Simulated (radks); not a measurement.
Task: These are the eigenvalues of the occupied orbitals of an atom or ion with whole-number occupations (eV). Calculated with a radial shooting solver on a logarithmic mesh with Libxc functionals: Dirac Kohn-Sham, PBEsol, spin-unpolarised, spherical densities, finite nucleus; Fermi nuclear charge, rms radius of each element as measured or else 0.836 A^(1/3) + 0.57 fm.

| orbital | eigenvalue |
|---|---|
| 1s1/2 | -85402.66 |
| 2s1/2 | -15194.09 |
| 2p1/2 | -14591.80 |
| 2p3/2 | -12527.51 |
| 3s1/2 | -3625.699 |
| 3p1/2 | -3352.605 |
| 3p3/2 | -2893.740 |
| 3d3/2 | -2440.543 |
| 3d5/2 | -2342.503 |
| 4s1/2 | -808.3071 |
| 4p1/2 | -690.4341 |
| 4p3/2 | -578.7776 |
| 4d3/2 | -385.7904 |
| 4d5/2 | -364.9546 |
| 5s1/2 | -130.0115 |
| 4f5/2 | -115.7383 |
| 4f7/2 | -111.1382 |
| 5p1/2 | -90.3629 |
| 5p3/2 | -70.0670 |
| 5d3/2 | -16.2528 |
| 5d5/2 | -14.0551 |
| 6s1/2 | -9.1596 |
| 6p1/2 | -2.8434 |

Which element is it, and in what charge state? The configuration may be excited. Open shells, if any, fill j = l - 1/2 first.

Result: Z = 81, thallium, charge 0: Tl in [Hg] 6p1. The list shows which subshells hold electrons but not how many an open one holds; the 1s level, -3138.5 hartree, gives Z - s = 79.2 by -(Z - s)^2/2, which with screening and relativity narrows Z to a few neighbours, and the depths of the outer levels then fix element, charge and occupations together.
